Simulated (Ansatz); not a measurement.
The lowest singlet and triplet of BH (SMILES [BH]); geometries from B3LYP-D3(BJ)/def2-TZVP, each state relaxed from the structure named, with no frequency check.
Singlet (charge 0, multiplicity 1):
| atom | x (Å) | y (Å) | z (Å) |
|---|---|---|---|
| B | 0.0000 | 0.0000 | -0.2055 |
| H | 0.0000 | 0.0000 | 1.0276 |
Triplet (charge 0, multiplicity 3):
```csv
atom,x (Å),y (Å),z (Å)
B,0.0000,0.0000,-0.1987
H,0.0000,0.0000,0.9933
```

A positive gap puts the triplet lower; no zero-point energy. R- takes a restricted singlet. U- takes an unrestricted singlet (broken symmetry where lower, unprojected). The triplet is unrestricted in single-reference levels.

Correlated levels freeze the cores.

Programs: Ansatz (a first-principles code) with Gaussian orbitals. 

Q: Estimate the gap E(singlet) − E(triplet), adiabatic that R-SVWN5/def2-TZVPP returns for this input.

A: -22.8 kcal/mol

Q: Give the gap E(singlet) − E(triplet), adiabatic at the level R-CCSD(T)/cc-pVDZ.

A: -29.8 kcal/mol

Q: Give the gap E(singlet) − E(triplet), adiabatic at the level U-SCS-MP2/cc-pVDZ (spin-contaminated).

A: -21.6 kcal/mol

Doubts at one or more of the structures used: a restricted determinant that unrestricted orbitals would lower (R-CCSD(T)/cc-pVDZ).
